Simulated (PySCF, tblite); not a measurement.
Isomers of C4H11ClP2Si, one GFN2-xTB conformer each. Single-point energies are computed at PBE0/pcSseg-1 (PySCF, gas phase, no added dispersion term), electronic only.

Question: Rank them by PBE0/pcSseg-1 energy, lowest first (kJ/mol).
A. `[PH2:1][Si:2]([PH2:3])([Cl:4])[CH2:5][CH:6]1[CH2:7][CH2:8]1` with H–P1–Si2–P3 -53° and 39°, P1–Si2–P3–H 32° and -61°, P1–Si2–C5–C6 38°, Si2–C5–C6–C7 153°
B. `[CH2:1]=[CH:2][CH2:3][CH2:4][Si:5]([PH2:6])([PH2:7])[Cl:8]` with C1–C2–C3–C4 1°, C2–C3–C4–Si5 179°, C3–C4–Si5–P6 63°, C4–Si5–P6–H 169° and 77°, C4–Si5–P7–H -69° and -162°
C. `[CH2:1]=[C:2]([CH3:3])[CH2:4][Si:5]([PH2:6])([PH2:7])[Cl:8]` with C1–C2–C4–Si5 -91°, C2–C4–Si5–P6 25°, C4–Si5–P6–H 170° and 78°, C4–Si5–P7–H -54° and 38°

Answer: C (0.0), B (10.7), A (20.1).

As drawn, the lowest has a C=C bond outside aromatic rings, which the highest lacks; the highest has a three-membered ring, which the lowest lacks. Neighbours under 10 kJ/mol apart (C=CCC[Si](P)(P)Cl and P[Si](P)(Cl)CC1CC1) can change places with a better method, another conformer or zero-point energy. GFN2-xTB itself gives, in the same order: 0.0, 30.7, 0.0. GFN2-xTB puts P[Si](P)(Cl)CC1CC1 lowest instead; measured from each level's own lowest isomer, the values differ by up to 20.1 kJ/mol (P[Si](P)(Cl)CC1CC1: 0.0 against 20.1).

Question: Which frontier levels, dipoles and rotational constants go with these structures?

Answer: 
```
             SMILES  HOMO (eV, PBE0/pcSseg-1)  LUMO (eV)  dipole (D)       A, B, C (MHz)
C=C(C)C[Si](P)(P)Cl                     -6.95      -0.38        2.20  1177, 692.5, 633.2
  C=CCC[Si](P)(P)Cl                     -7.49      -0.34        0.25  1077, 547.9, 545.1
 P[Si](P)(Cl)CC1CC1                     -7.16      -0.25        1.95  1173, 626.8, 601.9
```

Question: What happens when harmonic zero-point energies from GFN2-xTB frequencies are added?

Answer: 
```json
{"SMILES": "C=C(C)C[Si](P)(P)Cl", "ZPE (kJ/mol)": "352.3", "electronic (kJ/mol)": "0.0", "with ZPE (kJ/mol)": "0.0"}
{"SMILES": "C=CCC[Si](P)(P)Cl", "ZPE (kJ/mol)": "352.8", "electronic (kJ/mol)": "10.7", "with ZPE (kJ/mol)": "11.2"}
{"SMILES": "P[Si](P)(Cl)CC1CC1", "ZPE (kJ/mol)": "357.0", "electronic (kJ/mol)": "20.1", "with ZPE (kJ/mol)": "24.8"}
```

The zero-point energies span 4.7 kJ/mol. The order is unchanged.

Question: As an exercise, what shares would exp(−E/RT) give at 500 K from these electronic energies alone (no entropy, no degeneracies)?

Answer: RT = 4.157 kJ/mol: C=C(C)C[Si](P)(P)Cl 92.3 %, C=CCC[Si](P)(P)Cl 7.0 %, P[Si](P)(Cl)CC1CC1 0.7 %.
